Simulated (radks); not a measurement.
Problem. The sulfur anion S-, [Ne] 3s2 3p5, held by a Watson sphere: a shell of charge +1.3 at radius R that stands for the Madelung well of a crystal (potential energy -1.3/R inside, -1.3/r outside, in hartree with lengths in bohr). All-electron calculation, non-relativistic Kohn-Sham, LDA (Slater exchange, VWN5 correlation), spin-polarised, spherical densities, point nucleus; open shells are filled with parallel spins first. Program: a radial shooting solver on a logarithmic mesh with Libxc functionals. Response by self-consistent Sternheimer equations with the Hartree and adiabatic LDA kernel. The sphere does not respond.

| R (bohr) | e(3s down) (eV) | e(3p up) (eV) | e(3p down) (eV) | <r> 3p (bohr) | sum of <r^2> (bohr^2) | X-ray form factor at sin(theta)/lambda = 0.3 1/angstrom | alpha (bohr^3) |
|---|---|---|---|---|---|---|---|
| 2.92 | -18.314 | -9.400 | -8.738 | 2.184 | 37.32 | 8.998 | 27.28 |
| 3.64 | -16.998 | -8.155 | -7.514 | 2.267 | 39.80 | 9.007 | 34.92 |
| 4.07 | -16.338 | -7.506 | -6.871 | 2.303 | 40.94 | 9.011 | 39.62 |
| 4.15 | -16.224 | -7.393 | -6.760 | 2.309 | 41.12 | 9.012 | 40.49 |

Estimate the row for R = 2.16 bohr.

Solution. e(3s down) (eV) -20.024; e(3p up) (eV) -10.836; e(3p down) (eV) -10.133; <r> 3p (bohr) 2.063; sum of <r^2> (bohr^2) 33.81; X-ray form factor at sin(theta)/lambda = 0.3 1/angstrom 9.019; alpha (bohr^3) 20.27.
